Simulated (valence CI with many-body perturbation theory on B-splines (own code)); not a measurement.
## E1 transitions of Ar¹¹⁺

Calculated by valence CI with perturbative core correlation (CI+MBPT): five valence electrons over a frozen Dirac-Fock core [He], a basis of 11 s, 11 p, 10 d, 8 f, 5 g, 2 h functions for each j, with the one-electron correlation potential Σ1, the two-electron term Σ2, the three-electron term Σ3, Breit, model QED; selected CI, second order for the rest, scaled by the run's own slope (own B-spline code, finite nucleus).

No measured spectrum was set against this ion. As an estimate, levels of excited configurations hold to 0.05 to 0.15 % of their energy, terms of the ground configuration to about 0.5 %. Among the levels kept, up to 4900 cm⁻¹ of a level comes from second order outside the variational space, and about a tenth of that is noise between levels of different J, which matters for small intervals.

Lines 1 to 50 of 573 in falling wavelength, among levels below 3744.0 × 10³ cm⁻¹, chosen from the strongest by gf and those to the six lowest levels. Wavelengths and rates use the calculated energies, so an error of 400 cm⁻¹ moves a line at 110.7 nm by 0.44 % and its rate by three times that or more. Electric multipoles are in the length gauge, E1 and E2 with the static RPA response of the core. Weak lines are less certain than strong ones. Lines between different terms over intervals too small for the method are left out, as are lines whose strength nearly cancels. Where a level lies close to another of its J and parity, the split of strength between their lines is uncertain. The highest levels of a list are the least certain.

Names give the largest LS component (configuration and term), which can be under half, so a name can repeat, a term be missing and a line seem to break the LS rules; names also repeat where a configuration has a term twice. Letters in brackets count levels of one name in rising energy.

| λ vac (nm) | Upper | Lower | A (s⁻¹) | S (a.u.) |
| --- | --- | --- | --- | --- |
| 110.7 | 2s 2p3 3p 2P_1/2 [a] | 2s 2p3 3s 2D°_3/2 [a] | 2.71e+08 | 3.63e-01 |
| 97.22 | 2s 2p3 3p 2F_7/2 [a] | 2s 2p3 3s 2D°_5/2 [a] | 5.53e+08 | 2.01e+00 |
| 96.79 | 2s 2p3 3p 4P_5/2 [a] | 2s 2p3 3s 4S°_3/2 [a] | 4.82e+08 | 1.29e+00 |
| 96.28 | 2s 2p3 3p 2F_5/2 [a] | 2s 2p3 3s 2D°_3/2 [a] | 5.41e+08 | 1.43e+00 |
| 96.10 | 2s 2p3 3p 4P_3/2 [a] | 2s 2p3 3s 4S°_3/2 [a] | 4.94e+08 | 8.65e-01 |
| 95.31 | 2s 2p3 3p 4P_1/2 [a] | 2s 2p3 3s 4S°_3/2 [a] | 4.99e+08 | 4.26e-01 |
| 89.57 | 2s 2p3 3p 2P_3/2 [b] | 2s 2p3 3s 2P°_3/2 [a] | 4.20e+08 | 5.95e-01 |
| 88.75 | 2s 2p3 3p 2P_3/2 [c] | 2s 2p3 3s 2D°_5/2 [b] | 2.69e+08 | 3.72e-01 |
| 87.20 | 2s 2p3 3d 4D°_7/2 [b] | 2s 2p3 3p 4P_5/2 [b] | 2.76e+08 | 7.23e-01 |
| 85.60 | 2s 2p3 3d 4D°_5/2 [b] | 2s 2p3 3p 4P_3/2 [b] | 2.24e+08 | 4.16e-01 |
| 84.08 | 2s 2p3 3p 2D_3/2 [b] | 2s 2p3 3s 2P°_1/2 [a] | 7.42e+08 | 8.70e-01 |
| 83.54 | 2s 2p3 3p 4D_3/2 [a] | 2s 2p3 3s 4D°_3/2 | 3.86e+08 | 4.44e-01 |
| 83.46 | 2s 2p3 3p 4D_3/2 [a] | 2s 2p3 3s 4D°_5/2 | 3.17e+08 | 3.63e-01 |
| 82.64 | 2s 2p3 3p 2D_5/2 [b] | 2s 2p3 3s 2P°_3/2 [a] | 8.71e+08 | 1.46e+00 |
| 82.53 | 2s2 2p2 3p 4D°_3/2 | 2s2 2p2 3s 4P_3/2 | 3.03e+08 | 3.37e-01 |
| 82.47 | 2s 2p3 3p 4D_5/2 [a] | 2s 2p3 3s 4D°_7/2 | 1.98e+08 | 3.30e-01 |
| 81.85 | 2s 2p3 3p 2F_5/2 [b] | 2s 2p3 3s 2D°_3/2 [b] | 9.17e+08 | 1.49e+00 |
| 81.82 | 2s 2p3 3p 4D_5/2 [a] | 2s 2p3 3s 4D°_5/2 | 7.56e+08 | 1.23e+00 |
| 80.92 | 2s 2p3 3p 4D_7/2 [a] | 2s 2p3 3s 4D°_7/2 | 9.91e+08 | 2.07e+00 |
| 80.55 | 2s 2p3 3p 4S_3/2 | 2s 2p3 3s 4P°_5/2 | 4.55e+08 | 4.69e-01 |
| 79.74 | 2s2 2p2 3d 2D_3/2 [b] | 2s2 2p2 3p 2P°_1/2 [b] | 2.60e+08 | 2.60e-01 |
| 79.65 | 2s2 2p2 3p 4P°_3/2 | 2s2 2p2 3s 4P_5/2 | 2.74e+08 | 2.73e-01 |
| 79.54 | 2s 2p3 3p 4S_3/2 | 2s 2p3 3s 4P°_3/2 | 2.83e+08 | 2.81e-01 |
| 79.42 | 2s 2p3 3p 4P_1/2 [d] | 2s 2p3 3s 4S°_3/2 [b] | 7.77e+08 | 3.84e-01 |
| 79.36 | 2s2 2p2 3p 4D°_1/2 | 2s2 2p2 3s 4P_1/2 | 6.82e+08 | 3.36e-01 |
| 79.29 | 2s 2p3 3p 2F_7/2 [b] | 2s 2p3 3s 2D°_5/2 [b] | 1.10e+09 | 2.16e+00 |
| 79.16 | 2s 2p3 3p 4P_5/2 [d] | 2s 2p3 3s 4S°_3/2 [b] | 9.46e+08 | 1.39e+00 |
| 79.03 | 2s2 2p2 3d 2F_5/2 [b] | 2s2 2p2 3p 2P°_3/2 [b] | 3.82e+08 | 5.58e-01 |
| 78.75 | 2s2 2p2 3p 2D°_3/2 [a] | 2s2 2p2 3s 2P_1/2 | 6.15e+08 | 5.93e-01 |
| 78.69 | 2s 2p3 3p 4P_3/2 [d] | 2s 2p3 3s 4S°_3/2 [b] | 6.97e+08 | 6.70e-01 |
| 77.96 | 2s2 2p2 3p 4D°_7/2 | 2s2 2p2 3s 4P_5/2 | 1.04e+09 | 1.95e+00 |
| 77.72 | 2s 2p3 3p 4D_5/2 [b] | 2s 2p3 3s 4P°_5/2 | 3.51e+08 | 4.88e-01 |
| 77.69 | 2s2 2p2 3p 2D°_5/2 [a] | 2s2 2p2 3s 2P_3/2 | 6.96e+08 | 9.67e-01 |
| 77.67 | 2s 2p3 3d 4P°_5/2 [a] | 2s 2p3 3p 4P_5/2 [b] | 5.44e+08 | 7.54e-01 |
| 77.54 | 2s 2p3 3d 4P°_5/2 [b] | 2s 2p3 3p 4P_5/2 [c] | 2.52e+08 | 3.47e-01 |
| 77.50 | 2s2 2p2 3p 2F°_5/2 | 2s2 2p2 3s 2D_3/2 | 1.08e+09 | 1.49e+00 |
| 77.44 | 2s2 2p2 3p 4D°_5/2 | 2s2 2p2 3s 4P_3/2 | 9.35e+08 | 1.29e+00 |
| 77.35 | 2s 2p3 3p 4D_1/2 [b] | 2s 2p3 3s 4P°_1/2 | 9.49e+08 | 4.34e-01 |
| 77.29 | 2s 2p3 3p 4F_3/2 | 2s 2p3 3s 4D°_1/2 | 8.14e+08 | 7.42e-01 |
| 77.28 | 2s 2p3 3p 4D_3/2 [b] | 2s 2p3 3s 4P°_3/2 | 6.76e+08 | 6.15e-01 |
| 77.10 | 2s2 2p2 3p 4D°_3/2 | 2s2 2p2 3s 4P_1/2 | 6.88e+08 | 6.23e-01 |
| 76.94 | 2s 2p3 3p 4F_5/2 | 2s 2p3 3s 4D°_3/2 | 1.20e+09 | 1.62e+00 |
| 76.93 | 2s 2p3 3p 4D_3/2 [b] | 2s 2p3 3s 4P°_1/2 | 4.64e+08 | 4.17e-01 |
| 76.92 | 2s 2p3 3p 4D_7/2 [b] | 2s 2p3 3s 4P°_5/2 | 1.21e+09 | 2.17e+00 |
| 76.78 | 2s 2p3 3p 4D_5/2 [b] | 2s 2p3 3s 4P°_3/2 | 8.48e+08 | 1.14e+00 |
| 76.68 | 2s 2p3 3p 6P_3/2 | 2s 2p3 3s 6S°_5/2 | 1.24e+09 | 1.10e+00 |
| 76.66 | 2s 2p3 3p 2D_5/2 [d] | 2s 2p3 3s 2P°_3/2 [b] | 1.16e+09 | 1.55e+00 |
| 76.54 | 2s 2p3 3p 2D_3/2 [d] | 2s 2p3 3s 2P°_1/2 [b] | 1.04e+09 | 9.22e-01 |
| 76.38 | 2s 2p3 3d 4P°_5/2 [a] | 2s 2p3 3p 4P_3/2 [b] | 2.42e+08 | 3.19e-01 |
| 76.03 | 2s 2p3 3p 4F_7/2 | 2s 2p3 3s 4D°_5/2 | 1.29e+09 | 2.24e+00 |
